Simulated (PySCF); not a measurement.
## Electron affinity of Se by level of theory

Se⁻ [Ar] 3d10 4s2 4p5 (2P) → Se [Ar] 3d10 4s2 4p4 (3P), as a difference of total energies. All numbers are calculated (PySCF 2.14, scalar relativity through the core potential, in aug-cc-pVQZ-PP with one added diffuse shell each of s, p, d, f, g type with ECP10MDF (8s7p6d4f3g, 114 functions)). Correlated levels: valence: 3s2 3p6 3d10 frozen. The calculations carry no spin-orbit coupling.

```csv
method,electron affinity (eV)
UHF,0.925
LDA,2.334
PBE,2.088
PBE0,2.007
r2SCAN,2.053
HSE06,2.040
TPSSh,2.030
wB97X-V,2.051
MP2 (valence),1.937
SCS-MP2 (valence),1.949
```

Question: How much does correlation contribute at MP2 (valence)?

Answer: 1.937 − (0.925) = 1.012 eV, measured against UHF.

The reference lies between the lowest fine-structure levels, while these numbers refer to the centres of the terms.

Errors of the correlated levels include the incompleteness of this basis and the frozen core.

In the anion the highest occupied orbital energy is positive at LDA, PBE, PBE0, r2SCAN, HSE06, TPSSh, a self-interaction effect; the basis confines that electron, and the energy difference can still be sensible.

For comparison: 2.021 eV (measured; photodetachment measurements, as compiled on the Wikipedia data page of electron affinities).
